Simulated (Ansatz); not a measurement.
Two isomers of C2H7BO2: A = `CCOBO`, B = `OBCCO`.

Calculated with Ansatz (gas phase, PBE0-D4/def2-TZVP geometries, no zero-point term in ΔE). CCSD(T)/CBS is the MP2 limit (def2-TZVPP, def2-QZVPP) plus CCSD(T) − MP2 in def2-TZVPP, frozen cores. Functionals use def2-TZVPP. B3LYP here is the variant with VWN-RPA as its local correlation; programs differ in this. Each species was taken in one conformer, which may not be the lowest.

A:

```xyz
12

C     1.374    0.208    1.030
C     0.350   -0.723    0.427
O    -0.171   -0.181   -0.774
B    -1.456    0.241   -0.867
O    -1.906    0.774   -2.030
H     1.812   -0.240    1.926
H     2.177    0.409    0.318
H     0.917    1.159    1.309
H    -0.465   -0.913    1.134
H     0.806   -1.686    0.177
H    -2.218    0.156    0.055
H    -1.220    0.797   -2.705
```

B:

Z-matrix (Å, degrees):
```
C
B 1 1.564
C 1 1.518 2 114.9
H 1 1.101 2 106.0 3 118.8
H 1 1.097 2 110.6 3 -126.5
O 2 1.355 1 119.1 3 144.3
H 2 1.207 1 121.7 3 -37.2
O 3 1.413 1 113.5 2 170.5
H 3 1.093 1 110.1 2 52.4
H 3 1.100 1 110.1 2 -65.2
H 6 0.960 2 113.3 1 177.5
H 8 0.961 3 108.1 1 56.2
```

**Question.** Which is lower in electronic energy at CCSD(T)/CBS, and by how much? (An estimate is asked.)

**Answer.** The calculation gave: A, by 33.5 kcal/mol.

**Question.** Give E(B) − E(A) in kcal/mol with HF/def2-TZVPP, CCSD(T)/def2-TZVPP, B3LYP, r2SCAN-D4, CCSD/def2-TZVPP, B2PLYP, MP2/def2-TZVPP. (Best estimate.)

**Answer.** The calculation gave: HF/def2-TZVPP 36.5, CCSD(T)/def2-TZVPP 33.9, B3LYP 34.7, r2SCAN-D4 34.2, CCSD/def2-TZVPP 34.0, B2PLYP 34.8, MP2/def2-TZVPP 34.1. None reverses the order clearly.

Largest T1 diagnostic: 0.012.

In def2-TZVPP, CCSD(T) changes the Hartree–Fock value by −2.6 kcal/mol (the triples alone add −0.1 kcal/mol) and MP2 by −2.3 kcal/mol.
